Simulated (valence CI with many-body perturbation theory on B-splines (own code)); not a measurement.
## Hg⁶⁵⁺: E2, M1 decay

Calculated by configuration interaction combined with many-body perturbation theory (CI+MBPT): five valence electrons over a frozen Dirac-Fock core [Ne], a basis of 9 s, 9 p, 8 d, 6 f, 3 g, 1 h functions for each j, with the one-electron correlation potential Σ1 (screened to all orders), the two-electron term Σ2, the three-electron term Σ3, Breit, model QED; selected single and double excitations, second order for the rest (own B-spline code, finite nucleus).

The last digits are not significant, and no measured levels were compared; by estimate large intervals hold to a few tenths of a per cent, small ones and those within an open d or f shell to about a per cent. Among the levels kept, up to 630 cm⁻¹ of a level comes from second order outside the variational space, and about a tenth of that is noise between levels of different J, which matters for small intervals.

Lines 1 to 13 of 13 in falling wavelength, among levels below 1199.7 eV, chosen from the decays that carry over 1 % of a level's rate. Wavelengths and rates use the calculated energies. Electric multipoles are in the length gauge, E1 and E2 with the static RPA response of the core. Weak lines are less certain than strong ones. Lines between different terms over intervals too small for the method are left out, as are lines whose strength nearly cancels.

Levels are named by their leading jj configuration (3d3/2^4 stands for four electrons in 3d with j = 3/2), which in mixed levels can hold well under half, so a name can repeat and another be missing. Letters in brackets count levels of one name in rising energy.

| λ vac (nm) | Upper | Lower | Type | A (s⁻¹) | Branch % |
| --- | --- | --- | --- | --- | --- |
| 10.54 | (3s^2 3p1/2 3p3/2 3d5/2) J=9/2 | (3s^2 3p1/2 3p3/2 3d3/2) J=7/2 | M1 | 9.41e+06 | 36.8 |
| 2.560 | (3s^2 3p1/2 3p3/2 3d5/2) J=7/2 [a] | (3s^2 3p1/2^2 3d5/2) J=5/2 | M1 | 6.97e+08 | 31.9 |
| 2.488 | (3s^2 3p1/2 3p3/2 3d5/2) J=9/2 | (3s^2 3p1/2^2 3d5/2) J=5/2 | E2 | 1.61e+07 | 63.0 |
| 2.484 | (3s^2 3p1/2 3p3/2 3d3/2) J=5/2 [a] | (3s^2 3p1/2^2 3d3/2) J=3/2 | M1 | 3.79e+08 | 3.3 |
| 2.468 | (3s^2 3p1/2 3p3/2^2) J=3/2 | (3s^2 3p1/2^2 3p3/2) J=3/2 | M1 | 1.19e+09 | 99.0 |
| 2.465 | (3s^2 3p1/2 3p3/2 3d3/2) J=1/2 [a] | (3s^2 3p1/2^2 3d3/2) J=3/2 | M1 | 7.66e+08 | 5.4 |
| 2.457 | (3s^2 3p3/2^3) J=3/2 | (3s^2 3p1/2 3p3/2^2) J=1/2 | M1 | 2.98e+08 | 2.7 |
| 2.407 | (3s^2 3p1/2 3p3/2^2) J=5/2 | (3s^2 3p1/2^2 3p3/2) J=3/2 | M1 | 2.03e+08 | 33.9 |
| 2.407 | (3s^2 3p1/2 3p3/2^2) J=5/2 | (3s^2 3p1/2^2 3p3/2) J=3/2 | E2 | 3.42e+07 | 5.7 |
| 2.376 | (3s^2 3p3/2^3) J=3/2 | (3s^2 3p1/2 3p3/2^2) J=5/2 | M1 | 3.25e+08 | 3.0 |
| 2.330 | (3s^2 3p1/2 3p3/2^2) J=1/2 | (3s^2 3p1/2^2 3p3/2) J=3/2 | M1 | 6.65e+08 | 94.7 |
| 2.330 | (3s^2 3p1/2 3p3/2^2) J=1/2 | (3s^2 3p1/2^2 3p3/2) J=3/2 | E2 | 2.86e+07 | 4.1 |
| 2.320 | (3s^2 3p3/2^3) J=3/2 | (3s^2 3p1/2 3p3/2^2) J=3/2 | M1 | 1.33e+09 | 12.1 |
